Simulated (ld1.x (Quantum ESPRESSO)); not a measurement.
## potassium (K), TM: configuration errors across variants

K, norm-conserving Troullier–Martins (Kleinman–Bylander form), made with ld1.x (Quantum ESPRESSO) 7.5 (PBEsol, scalar-relativistic). Core [Ne] 3s2, reference 3p6 3d1 4s0 4p0. Waves: 4s (bound, empty): rc 3.60 bohr; 3p (bound): rc 1.60 bohr; 3d (bound): rc 4.20 bohr. Local part: all-electron potential smoothed inside 2.85 bohr (lloc = -1). Core correction: a·sin(br)/r model core, default radius (core density twice the valence density).

All-electron excitation energies from the reference (eV): (1) 3p6 3d0 4s1 4p0 -2.409; (2) 3p6 3d0 4s0 4p0 1.809; (3) 3p6 3d0 4s0.5 4p0 -0.788; (4) 3p6 3d0.5 4s0.5 4p0 -1.200; (5) 3p6 3d0 4s0 4p1 -0.891; (6) 3p5 3d0 4s1 4p0 22.488.

Tests that are not counted but printed errors over 1 eV. “local potential all-electron potential smoothed inside 1.72 bohr (lloc = -1)”: 3p5 3d0 4s1 4p0 (solver errors, printed error -2.6 eV). “local potential all-electron potential smoothed inside 2.18 bohr (lloc = -1)”: 3p5 3d0 4s1 4p0 (solver errors, printed error -2.7 eV).

A true bound ghost makes a file unfit for plane-wave use even where its test errors are small: the radial tests pick states by their node count and pass the ghost by. Where a test does run into it, the solver fails or the error is huge.

Errors AE − PS in meV (a dash: test not solved or not reliable):

| change | (1) | (2) | (3) | (4) | (5) | (6) | bound ghosts |
| --- | --- | --- | --- | --- | --- | --- | --- |
| base | +0.1 | +5.7 | +1.2 | -0.1 | -17 | +392 | none |
| local potential all-electron potential smoothed inside 1.72 bohr (lloc = -1) | -1.1 | +5.7 | +1.2 | -0.2 | +9.9 | – | s |
| local potential all-electron potential smoothed inside 2.18 bohr (lloc = -1) | -2.0 | +5.7 | +1.2 | -0.3 | +0.2 | – | s |
| local potential all-electron potential smoothed inside 2.94 bohr (lloc = -1) | -0.1 | +5.7 | +1.1 | -0.1 | -21 | +198 | none |
| local potential all-electron potential smoothed inside 3.16 bohr (lloc = -1) | -0.4 | +5.6 | +1.1 | -0.1 | -36 | -47 | none |
| local potential all-electron potential smoothed inside 3.62 bohr (lloc = -1) | -0.8 | +5.5 | +1.1 | -0.2 | -76 | -187 | none |
| local potential all-electron potential smoothed inside 4.14 bohr (lloc = -1) | +0.4 | +5.8 | +1.1 | +0.1 | +68 | +2.4 | none |
| local potential all-electron potential smoothed inside 4.38 bohr (lloc = -1) | -3.3 | +5.6 | +1.0 | +0.2 | +227 | -453 | none |
| local potential all-electron potential smoothed inside 4.74 bohr (lloc = -1) | -3.2 | +4.0 | +1.0 | -0.8 | -433 | -499 | none |

Task: Give the same row for: local potential all-electron potential smoothed inside 2.38 bohr (lloc = -1).

Result: -3.6, +5.7, +1.2, -0.4, -1.9, –; bound ghosts: s. Not counted: 3p5 3d0 4s1 4p0 (solver errors, printed error -2.7 eV).
